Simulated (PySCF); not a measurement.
Orbital energies and ionisation energy

Species: CH9FGe2N2.
Z-matrix (Å and degrees, PBE0-D3(BJ)/def2-SVP geometry), rows numbered from 1:
```
C 
N   1  1.4405
Ge  2  1.8205  1  124.83
N   3  1.8409  2  101.77  1   153.66
Ge  4  1.8119  3  120.54  2   -10.12
F   5  1.7634  4  108.80  3    59.03
H   1  1.1031  2  110.85  3  -152.69
H   1  1.1022  2  110.07  3   -34.90
H   1  1.1079  2  114.59  3    85.71
H   2  1.0169  1  114.75  3  -153.55
H   3  1.5419  2  105.90  1    34.44
H   3  1.5492  2  118.14  1   -89.46
H   4  1.0159  3  116.93  2   138.30
H   5  1.5360  4  108.75  3   172.99
H   5  1.5280  4  113.00  3   -57.82
```

Level: B3LYP/def2-SVPD (PySCF). Frontier orbitals with their largest atomic shares (Löwdin; up to four atoms above 4 %):

```
orbital  ε (eV)                             main atoms
 HOMO−3   -9.50    N2 14 %, F6 12 %, Ge5 11 %, C1 10 %
 HOMO−2   -9.11   Ge5 26 %, H14 24 %, F6 16 %, N4 11 %
 HOMO−1   -7.45    N4 60 %, Ge3 10 %, Ge5 6 %, H13 6 %
   HOMO   -6.47                                      ?
   LUMO   -0.11  Ge3 23 %, Ge5 12 %, N4 10 %, H13 10 %
 LUMO+1    0.12   Ge3 24 %, Ge5 23 %, H14 9 %, H15 7 %
 LUMO+2    0.22  Ge5 36 %, F6 15 %, H15 12 %, H14 12 %
```

Q: What vertical ionisation energy does ΔSCF give, and how far is −ε(HOMO) from it?

A: ΔSCF: 8.62 eV (831 kJ/mol; threshold wavelength 144 nm); ⟨S²⟩ of the doublet left behind is 0.757, against 0.75 for a pure doublet. −ε(HOMO) is 6.47 eV, 2.15 eV below it. In exact Kohn–Sham theory the two would be equal; B3LYP (global hybrid, 20 % exact exchange) falls short of its own ΔSCF value by 25 %. Holes in the HOMO−1 and HOMO−2 were tried too where these lie within 1.2 eV of the HOMO; the lowest converged state counts.

Q: On which atoms does the HOMO lie?

A: N2 (nitrogen bonded to C, Ge and H) 57 %, C1 (N-methyl carbon) 12 %, Ge3 (germanium bonded to 2 N and 2 H) 8 %, H9 (methyl hydrogen) 6 %, so more than half of it is on one atom. The HOMO−1 lies 0.98 eV lower.

Q: What kinetic energy would electrons from this vertical process carry with He II light (40.814 eV)?

A: 40.81 − 8.62 = 32.19 eV.

Q: What total energies stand behind the ΔSCF value?

A: E(N) = -4406.33752 Eh and E(N − 1) = -4406.02091 Eh at the same geometry, 0.31661 Eh apart.

Q: How many of the 10 lowest singlet excitations (vertical TDDFT, same level) lie below the ionisation energy?

A: All 10; they run from 5.47 to 6.96 eV.

One conformer (not necessarily the lowest) at the PBE0-D3(BJ)/def2-SVP geometry, without solvent, vibrations or thermal averaging. The calculation is non-relativistic, for germanium too.
